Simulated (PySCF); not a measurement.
Ligands exchanged one at a time, In SH-H. Gas-phase values, no solvent. One relaxed conformer stands for each flexible species; it need not be the lowest. Strings in code marks are SMILES.

The HOMO from two functionals at the same geometries (CAM-B3LYP-D3(BJ)/def2-TZVP), both in PySCF: PBE-D3(BJ)/def2-TZVP and CAM-B3LYP-D3(BJ)/def2-TZVP. 

```tsv
species	PBE-D3(BJ)/def2-TZVP (eV)
0 of 3 SH replaced by H	-6.39
1 of 3 SH replaced by H (`[SH][InH][SH]` (H–S–In–S torsion 180°, S–In–S–H torsion 0°))	-6.22
2 of 3 SH replaced by H (`[SH][InH2]`)	-6.28
3 of 3 SH replaced by H	-7.00
```

What does CAM-B3LYP-D3(BJ)/def2-TZVP give for each?


- 0 of 3 SH replaced by H: -8.91
- 1 of 3 SH replaced by H (`[SH][InH][SH]` (H–S–In–S torsion 180°, S–In–S–H torsion 0°)): -8.68
- 2 of 3 SH replaced by H (`[SH][InH2]`): -8.71
- 3 of 3 SH replaced by H: -9.55
Over these rows, drawn at random from the members with no instability flagged (it was tested for open shells, ions and some series alone), PBE minus CAM-B3LYP-D3(BJ): mean +2.49 eV, from +2.43 eV to +2.56 eV.
